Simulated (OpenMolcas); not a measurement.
Pt2+ among 4 point charges of -1.5 e arranged as a tetrahedron (Td).

```
Program             : OpenMolcas 26.06
Method              : CASSCF
Basis               : ANO-RCC-VDZP [7s6p4d2f]
Scalar Hamiltonian  : DKH2, point nucleus
Active space        : 8 electrons in 5 orbitals (5d)
State averaging     : 2S+1 = 3 even, 10 roots; 2S+1 = 1 even, 15 roots
Spin-orbit coupling : state interaction with AMFI integrals over the reference wave functions
```

All point charges move together. At R = 2 Å |10Dq| is 3102 cm-1, and at R = 2.11 Å it is 2584 cm-1.

A third run gives 1772 cm-1. What distance was it run at?

With a power law R^-n the two known points give n = -ln(2584 / 3102) / ln(2.11 / 2) = 3.41. Then R = 2 × (3102 / 1772)^(1/3.41) = 2.357 Å. The run was at 2.34 Å, so the estimate is off by +0.017 Å.

An orbital triplet at a regular site is open to Jahn-Teller coupling, which can distort the site and quench the lowest spin-orbit gaps and is left out. Without dynamic correlation the repulsion within the d shell is too large (B by tens of per cent), so at a given field states of lower spin stand too high. Real 4d8 and 5d8 ions are as a rule square planar and diamagnetic. The ground term spreads over less than 5000 cm-1, several times less than with real ligands, so orbital moments are less quenched and χT lies further from the spin-only value than at real sites (holds for R = 2.11; R = 2.34). This is an electrostatic model: the charges have no orbitals. No measured value stands beside these numbers.
